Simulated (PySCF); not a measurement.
Calculation: B3LYP-D3(BJ)/def2-TZVP in PySCF. All species are isolated molecules in the gas phase. One relaxed conformer stands for a flexible species; it need not be the lowest. B3LYP has the VWN-RPA correlation part, as in Gaussian. Delta-SCF ions had no search for a lower state. Excitations are Tamm–Dancoff values on a coarser integration grid. The basis has no diffuse functions, so Rydberg states are missing or too high.

Reference species (SMILES): `C(N=C)O` (C–N–C–O torsion -130°, N–C–O–H torsion -47°) (neutral, multiplicity 1).

| Item | Result |
|---|---|
| S1 oscillator strength | 0.002 |
| T1 excitation (TDA) | 4.18 eV |
| vertical ionisation energy (Delta-SCF) | 10.09 eV |

Changed species: `CNC=O` (C–N–C–O torsion 0°).

**Question.** Predict the effect on the S1 oscillator strength, T1 excitation (TDA) and vertical ionisation energy (Delta-SCF).

**Answer.** the S1 oscillator strength is nearly the same; the T1 excitation (TDA) goes up by 1.07 eV, to 5.25 eV; the vertical ionisation energy (Delta-SCF) falls by 0.11 eV, to 9.98 eV.
